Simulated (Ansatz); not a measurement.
Relaxation of BCl$_{2}$FH$_{4}$O (9 atoms, charge 0, multiplicity 1), to a largest force component of 0.03 eV/Å in at most 50 steps.

Computed with Ansatz 0.2.0, RKS B3LYP/def2-SVP.

```xyz
9
Properties=species:S:1:pos:R:3
B 0.062 1.262 -0.324
H -0.729 -0.886 -1.223
Cl 1.315 1.345 -1.544
Cl -1.559 1.885 -0.613
H 0.948 -1.461 0.955
O 0.424 0.740 0.947
H -0.555 -1.384 -0.759
F 0.427 -2.207 1.010
H -0.333 0.706 1.550
```

**Question.** Where does it end, and by what steps?

**Answer.** It converged. The force dipped under the threshold on the way, but the program's further checks kept it going. After 48 steps the energy has fallen by 0.374 eV; Cl3 moved furthest, 2.08 Å.

| step | energy less start (eV) | largest force component (eV/Å) | accepted |
| --- | --- | --- | --- |
| 0 | 0.0000 | 2.191 | yes |
| 2 | -0.2227 | 0.958 | yes |
| 4 | -0.3092 | 0.571 | yes |
| 6 | -0.3363 | 0.149 | yes |
| 8 | -0.3417 | 0.261 | yes |
| 10 | -0.3491 | 0.230 | yes |
| 12 | -0.3515 | 0.080 | yes |
| 14 | -0.3542 | 0.128 | yes |
| 16 | -0.3564 | 0.122 | yes |
| 18 | -0.3515 | 0.325 | no |
| 20 | -0.3582 | 0.032 | yes |
| 22 | -0.3591 | 0.090 | yes |
| 24 | -0.3601 | 0.047 | yes |
| 26 | -0.3608 | 0.097 | yes |
| 28 | -0.3618 | 0.071 | yes |
| 30 | -0.3625 | 0.098 | yes |
| 32 | -0.3643 | 0.184 | yes |
| 34 | -0.3643 | 0.154 | no |
| 36 | -0.3671 | 0.106 | yes |
| 38 | -0.3693 | 0.106 | yes |
| 40 | -0.3717 | 0.176 | yes |
| 42 | -0.3732 | 0.055 | yes |
| 44 | -0.3742 | 0.081 | yes |
| 46 | -0.3744 | 0.059 | yes |
| 48 | -0.3745 | 0.016 | yes |

```xyz
9
Properties=species:S:1:pos:R:3
B 0.318 1.727 -0.062
H -1.812 -1.990 -0.149
Cl 1.921 2.405 0.137
Cl -1.083 2.762 -0.349
H 1.097 -1.139 0.240
O 0.176 0.383 0.014
H -1.071 -2.133 -0.034
F 1.183 -2.069 0.305
H -0.729 0.053 -0.103
```

Whether the end is a true minimum wasn't checked by a vibrational analysis.

The run took 65 s on 2 threads of Intel(R) Xeon(R) Platinum 8488C (Sapphire Rapids), on a shared host, peak memory 0.21 GiB.
